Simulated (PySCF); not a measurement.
## Radial density of N⁺ (nitrogen, charge +1)

M06-L, [He] 2s1 2p3, 2s spin antiparallel (an excited configuration). Calculation: PySCF 2.14, in dyall-av3z (15s9p3d2f, 71 functions); no relativity, point nucleus.

| r (bohr) | 4πr²ρ (e/bohr) | 4πr²(ρα − ρβ) |
| --- | --- | --- |
| 0.00309 | 0.02299 | -0.0007 |
| 0.00520 | 0.06322 | -0.0019 |
| 0.00875 | 0.1704 | -0.0052 |
| 0.0147 | 0.4443 | -0.0134 |
| 0.0248 | 1.096 | -0.0329 |
| 0.0416 | 2.464 | -0.0736 |
| 0.0700 | 4.706 | -0.1348 |
| 0.118 | 6.916 | -0.1466 |
| 0.198 | 6.747 | 0.0681 |
| 0.333 | 3.738 | 0.6439 |
| 0.561 | 2.374 | 1.2846 |
| 0.943 | 3.046 | 1.4002 |
| 1.59 | 1.756 | 0.7715 |
| 2.67 | 0.2495 | 0.1383 |
| 4.49 | 0.002946 | 0.0020 |
| 7.55 | 3.926e-05 | 0.0000 |

With the s spin flipped the determinant is a mixture of two multiplicities, not a spectroscopic state.
